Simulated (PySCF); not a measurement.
H₄B₃O₃ (cation, charge +1), SMILES B1OB[OH+]BO1 (CAM-B3LYP/def2-SVP optimised geometry):

```
10

B      1.269     0.244     0.002
O      0.645    -0.991     0.002
B     -0.654    -1.227     0.000
O     -1.478    -0.003     0.000
B     -0.886     1.348     0.000
O      0.434     1.348     0.000
H      2.452     0.351     0.004
H     -1.241    -2.261    -0.002
H     -2.452    -0.091    -0.001
H     -1.648     2.261     0.000
```

Calculation: CAM-B3LYP/def2-TZVP (PySCF).

What are the frontier orbital energies?

HOMO-2 -18.22 eV, HOMO-1 -17.08 eV, HOMO -16.70 eV, LUMO -5.26 eV, LUMO+1 -5.06 eV.

On the same geometry PBE/def2-TZVP run with PySCF gives HOMO-2 -15.24 eV, HOMO-1 -13.99 eV, HOMO -13.60 eV, LUMO -7.56 eV, LUMO+1 -7.38 eV.

Meta-Löwdin charges at CAM-B3LYP/def2-TZVP: B1 0.45, O2 -0.34, B3 0.45, O4 -0.31, B5 0.45, O6 -0.34, H7 0.06, H8 0.07, H9 0.43, H10 0.07.
